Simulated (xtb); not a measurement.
C2H7O, SMILES C[OH+]C, charge +1. All values are semi-empirical tight-binding results from xtb (GFN2-xTB unless named), good for trends rather than for accurate numbers. Geometry optimised at GFN2-xTB. The isomer is the one that the SMILES or the coordinates give; other isomers of the formula were not compared.

| Item | Result |
|---|---|
| point group as xtb finds it | Cs |
| orbital gap | 10.26 eV |
| zero-point energy | 56.0 kcal/mol |
| G − E(el) at 298.15 K (modified RRHO) | 39.8 kcal/mol |
| static polarisability (D4 model) | 31.5 bohr³ |
| solvation energy, GFN2-xTB/ALPB(water) | -67.8 kcal/mol |
| solvation energy, GFN2-xTB/ALPB(dmf) | -60.3 kcal/mol |

Computed IR lines (harmonic; lines under 4 % of the strongest left out, lines within 3 cm⁻¹ merged):
ν (cm⁻¹): 823 (vs), 987 (m), 1035 (w), 1154 (w), 1246 (m), 1390 (w), 1423 (m), 1437 (m), 3053 (w), 3057 (w), 3250 (s) (against the strongest line: vs over 80 %, s over 45 %, m over 15 %, w over 4 %, vw less)
